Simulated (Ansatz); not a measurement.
Basis-set series for CH4OSSn, SMILES `C[S][Sn][OH]`. Charge 0, multiplicity 1. Sn: def2 effective core potential. The structure was optimised at the PBE0-D4/def2-TZVP level. It is one conformer, not always the lowest.

```csv
functional,basis,functions,energy (Eh),HOMO (eV),LUMO (eV)
PBE0-D4,def2-TZVPP,210,-728.09960,-7.01,-2.11
PBE0-D4,def2-QZVPP,386,-728.12056,-7.04,-2.15
ωB97M-V,def2-TZVPP,210,-728.24021,-9.04,-0.41
ωB97M-V,def2-QZVPP,386,-728.26059,-9.07,-0.48
```

(1) Give the rows for def2-SVP. (An estimate is asked.)

Answers

(1) Ansatz gave: 
```
functional     basis  functions  energy (Eh)  HOMO (eV)  LUMO (eV)
   PBE0-D4  def2-SVP         92   -727.80693      -6.90      -1.98
   ωB97M-V  def2-SVP         92   -727.94223      -8.91      -0.20
```
